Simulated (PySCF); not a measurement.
Choosing a molecule for a target property.

Each SMILES stands for a single optimised conformer of the isolated species, non-relativistic unless stated; the electronic structure was computed with PySCF and density fitting.

The conformers computed, where there is a choice (atom-mapped SMILES and torsion angles):
- `[CH3:1][CH2:2][C:3]([C:4](=[O:5])[Cl:6])=[C:7]([CH3:8])[CH3:9]`: C1–C2–C3–C4 92°, C2–C3–C4–O5 168°
- `[F:1][SiH2:2][CH2:3][SiH3:4]`: F1–Si2–C3–Si4 -57°

The conformers of `CC[Si@@H]1O[SiH2]C[C@@H]1C#N` and `C#C[Si@@H]1CC[Si@H](NC)O1` aren't listed.

(1) Wanted: lowest triplet excitation (Tamm–Dancoff) above 5.5 eV (TDA CAM-B3LYP/def2-SVPD) and HOMO energy below -10 eV (CAM-B3LYP/def2-SVPD), at PBE0-D3(BJ)/def2-SVP geometries. Which candidate meets both?
A. `CCC(C(=O)Cl)=C(C)C`
B. `CC[Si@@H]1O[SiH2]C[C@@H]1C#N`
C. `F[SiH2]C[SiH3]`
D. `C#C[Si@@H]1CC[Si@H](NC)O1`

(2) Wanted: HOMO–LUMO gap below 8.5 eV (CAM-B3LYP/def2-SVPD) and vertical ionisation energy below 10.7 eV (ΔSCF CAM-B3LYP/def2-SVPD), at PBE0-D3(BJ)/def2-SVP geometries. Which candidate meets both?
A. `CCC(C(=O)Cl)=C(C)C`
B. `C#C[Si@@H]1CC[Si@H](NC)O1`
C. `F[SiH2]C[SiH3]`
D. `CC[Si@@H]1O[SiH2]C[C@@H]1C#N`

## Answers

(1) C. Computed values:
```csv
species,lowest triplet excitation (Tamm–Dancoff),HOMO energy
CCC(C(=O)Cl)=C(C)C,3.29 eV,-8.80 eV
C#C[Si@@H]1CC[Si@H](NC)O1,4.87 eV,-8.13 eV
CC[Si@@H]1O[SiH2]C[C@@H]1C#N,6.15 eV,-9.57 eV
F[SiH2]C[SiH3],7.52 eV,-10.30 eV
```

(2) A. Computed values:
```
                     species  HOMO–LUMO gap  vertical ionisation energy
          CCC(C(=O)Cl)=C(C)C        8.10 eV                     9.36 eV
   C#C[Si@@H]1CC[Si@H](NC)O1        8.88 eV                     8.82 eV
CC[Si@@H]1O[SiH2]C[C@@H]1C#N       10.37 eV                    10.20 eV
              F[SiH2]C[SiH3]       11.26 eV                    11.13 eV
```
